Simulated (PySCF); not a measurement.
## Telling isomers of C₆H₁₁NO₂Si apart by NMR

Theoretical values (PySCF 2.14): shieldings: GIAO PBE0/pcSseg-1, GFN2-xTB structure. In vacuum, non-relativistic Hamiltonian, single conformer, averaged over atoms made equivalent by symmetry, fast rotation or ring inversion.

Referencing at the same level of theory: ¹H and ¹³C vs TMS. Where no couplings were computed, multiplicities follow the n + 1 count of equivalent neighbours, and m marks all less simple cases (inequivalent or close neighbours, rings, F or P nearby). Shifts are as computed. Against solution values, carbons near 30 ppm lie about +3 ppm off and those near 130 ppm about +5 ppm. Of 1309 compounds with measured shifts, 239 miss one by over three times the rms of a fit or turn the order of signals round; such compounds aren't used in these exercises. OH and NH positions are gas-phase values without hydrogen bonding to other molecules.

(1) Tabulate the signals of `CN(C)[Si@@H](O)c1ccoc1`, `CC(C)O[C@@]([SiH3])(C#N)C=O`, `CO[Si@H](O)n1cccc1C` and their relative energies.

(2) What is the quickest way to tell CC(C)O[C@@]([SiH3])(C#N)C=O from CO[Si@H](O)n1cccc1C?

(3) What is the quickest way to tell CN(C)[Si@@H](O)c1ccoc1 from CO[Si@H](O)n1cccc1C?

(4) What is the quickest way to tell CN(C)[Si@@H](O)c1ccoc1 from CC(C)O[C@@]([SiH3])(C#N)C=O?

Results:

(1) 
```json
{"SMILES": "CN(C)[Si@@H](O)c1ccoc1", "carbon types": "1×C 3×CH 2×CH3", "δC": "152.2, 146.7, 122.4, 120.7, 37.6", "δH": "7.56 (m, 1H), 7.47 (m, 1H), 6.89 (m, 1H), 5.38 (s, 1H), 2.62 (s, 6H), 1.56 (br s, 1H)", "E rel. (kcal/mol)": "35.9"}
{"SMILES": "CC(C)O[C@@]([SiH3])(C#N)C=O", "carbon types": "2×C 2×CH 2×CH3", "δC": "205.7, 120.7, 81.6, 73.9, 27.4, 24.5", "δH": "10.14 (s, 1H), 4.09 (s, 3H), 3.84 (m, 1H), 1.56 (d, 3H), 1.44 (d, 3H)", "E rel. (kcal/mol)": "98.4"}
{"SMILES": "CO[Si@H](O)n1cccc1C", "carbon types": "1×C 3×CH 2×CH3", "δC": "135.8, 122.3, 116.3, 116.2, 51.7, 15.7", "δH": "6.42 (m, 1H), 6.33 (m, 1H), 6.24 (m, 1H), 5.27 (s, 1H), 4.08 (s, 3H), 2.39 (s, 3H), 2.10 (br s, 1H)", "E rel. (kcal/mol)": "0.0"}
```

Energies are electronic energies at PBE0/pcSseg-1 on these geometries, without zero-point or thermal terms, each for the one conformer computed, which needn't be the lowest.

(2) Both give the same number of carbon signals, but DEPT or the intensities differ. The first has an aldehyde carbonyl carbon (CH) at 205.7 ppm, the second an aromatic CH next to a ring nitrogen at 122.3 ppm. Their most deshielded carbons lie at 205.7 and 135.8 ppm. In the proton spectra the most deshielded non-exchanging signals are 10.14 (s, 1H) and 6.42 (m, 1H).

(3) Count the carbon signals: 5 against 6. The first has an aromatic CH next to the ring oxygen at 152.2 ppm, the second a methyl carbon on an aromatic ring (CH3) at 15.7 ppm. Their most deshielded carbons lie at 152.2 and 135.8 ppm. In the proton spectra the most deshielded non-exchanging signals are 7.56 (m, 1H) and 6.42 (m, 1H).

(4) Count the carbon signals: 5 against 6. The first has an aromatic CH next to the ring oxygen at 146.7 ppm, the second an aldehyde carbonyl carbon (CH) at 205.7 ppm. Their most deshielded carbons lie at 152.2 and 205.7 ppm. In the proton spectra the most deshielded non-exchanging signals are 7.56 (m, 1H) and 10.14 (s, 1H).
